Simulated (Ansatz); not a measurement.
```xyz
2

N     0.0000    0.0000   -0.6331
O     0.0000    0.0000    0.6331
```

Basis set: 6-31G (spherical functions). Correlated methods keep 2 orbitals frozen. Correlation on ROHF uses semicanonical orbitals with singles. Charge 0, multiplicity 2.

Computed with Ansatz (development build ahead of 0.2.0); the reference of a correlated method needn't be the lowest determinant of its kind.

Task: Give the atomization energy at this shape (free ground-state atoms in the same class of orbitals less the molecule, no zero-point energy) of doublet NO by ROHF-CCSD(T), UHF-BCCD(T), UHF-CCSD(T).

Result:

```json
{"method": "ROHF-CCSD(T)", "atomization energy": "4.02 eV"}
{"method": "UHF-BCCD(T)", "atomization energy": "4.01 eV"}
{"method": "UHF-CCSD(T)", "atomization energy": "3.97 eV"}
```

Caution: the reference determinant was not shown to be the lowest. Caution for UHF-BCCD(T), UHF-CCSD(T): the program doubts this total.

This basis has no polarisation functions and is too small for such energies, which can lie far from measured ones in either direction.
